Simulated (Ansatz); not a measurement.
Cl3Sn (SMILES [Cl][Sn-]([Cl])[Cl]), charge -1, singlet, geometry from GFN2-xTB (such geometries of metal compounds can be far from the true shape) (core potentials on Sn) (a gas-phase anion, which may not be bound at this level).

Input for Ansatz (an electronic-structure program):
Ansatz 0.2 input:
```yaml
crystal:
  periodic: [false, false, false]
  atoms:
    - {symbol: Sn, position_ang: [-0.00024598, 0.00560843, 0.57812327]}
    - {symbol: Cl, position_ang: [-1.94257826, -1.06785136, -0.55730815]}
    - {symbol: Cl, position_ang: [0.05159000, 2.20812614, -0.58824027]}
    - {symbol: Cl, position_ang: [1.89171173, -1.15677018, -0.55481414]}
basis:
  gaussian:
    orbitals: def2-TZVPD
hamiltonian:
  xc: blyp
total_charge: -1
```

### Question
Estimate the number of basis functions that BLYP/def2-TZVPD in Ansatz returns for this input.

### Answer
194

### Question
Give the total energy at the level BLYP/def2-TZVPD.

### Answer
-3190.322635 Ry

A gas-phase anion may not be bound at this level; its values then depend on the basis.
